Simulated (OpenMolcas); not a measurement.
## Ar VI: effect of the basis set

- Program: OpenMolcas 26.06
- Method: MS-RASPT2, IPEA 0.25 Eh, imaginary shift 0.1 Eh (closed shells correlated: 2s 2p)
- Active space: 3 electrons in 9 orbitals (RAS2 3s 3p; RAS3 3d, at most 2 electrons)
- State averaging: 2S+1 = 4 odd, 1 root; 2S+1 = 2 odd, 11 roots; 2S+1 = 4 even, 3 roots; 2S+1 = 2 even, 9 roots
- Spin-orbit coupling: state interaction with AMFI integrals over the reference wave functions, term energies averaged over their components

A. ANO-RCC-VTZP [5s4p2d1f], DKH2, point nucleus; CASPT2 step about 16 core-seconds
B. ANO-R2 [5s4p3d1f], X2C, finite nucleus; CASPT2 step roughly 16 core-seconds
C. ANO-RCC-VQZP [6s5p3d2f1g], DKH2, point nucleus; CASPT2 step about 20 core-seconds
D. ANO-RCC [8s7p5d4f2g], DKH2, point nucleus; CASPT2 step about 60 core-seconds

Energies in cm⁻¹ above 3s² 3p ²P°_1/2, the measured ground level; measured values from Saloman, J. Phys. Chem. Ref. Data 39, 033101 (2010).

```
         Level       A       B       C       D  Measured
3s² 3p ²P°_1/2     0.0     0.0     0.0     0.0       0.0
3s² 3p ²P°_3/2    2010    2040    1974    2000      2208
 3s 3p² ⁴P_1/2   99010   99670   99270  100060    100158
 3s 3p² ⁴P_3/2   99740  100400   99980  100780    100958
 3s 3p² ⁴P_5/2  100900  101550  101100  101910    102192
 3s 3p² ²D_3/2  134470  132590  134240  133090    132463
 3s 3p² ²D_5/2  134530  132670  134300  133170    132575
 3s 3p² ²S_1/2  171410  170070  170750  170300    169804
 3s 3p² ²P_1/2  185160  182360  184440  183000    182182
 3s 3p² ²P_3/2  186440  183640  185700  184270    183577
```

Deviations, from unrounded energies. A percentage is the sum of absolute deviations over the sum of measured energies, with the sign that they share, or ± where signs differ.

```json
{"Against measurement": "mean absolute deviation (cm-1)", "Levels": "9", "A": "1700", "B": "290", "C": "1300", "D": "440"}
{"Against measurement": "fine structure of the ground term (%)", "Levels": "1", "A": "-8.9", "B": "-7.8", "C": "-10.6", "D": "-9.2"}
{"Against measurement": "other configurations (%)", "Levels": "8", "A": "±1.4", "B": "±0.2", "C": "±1.1", "D": "±0.3"}
```

B lies closest to measurement on these levels and A furthest from it. The largest miss of B in the table is 3s 3p² ⁴P_5/2, by -640 cm-1. The ranking rests on the paired levels alone, and a cruder setting can come out closer through cancelling errors.

Among A to D the level of the table that moves most is 3s 3p² ²P_1/2, by 2800 cm-1 (lowest in B, highest in A). Moves below CASPT2's spread within the term are not significant.

CASPT2 does not keep the components of a term degenerate, so their means are used; among the terms shown or strongly mixed into the levels shown the widest spread is 15 cm-1 (3s 3p² ²D, D). Active for correlation alone: 3d; no level in the range computed is led by a configuration that fills it, so any true level of that kind is missing. Some terms mix strongly with configurations of 3d, whose occupation reaches 0.16 (3s 3p² ²D) (figures for B; the like holds for D). Measured partners are found by configuration, term and J. A level has none where our copy of the source lacks it or the pairing is in doubt (some pairs that miss far off the trend of their configuration count as doubtful), and it then counts in no deviation. Levels of configurations outside the active space are missing. The table leaves out levels that lie high or whose names do not pair safely across all columns.

° marks odd parity.
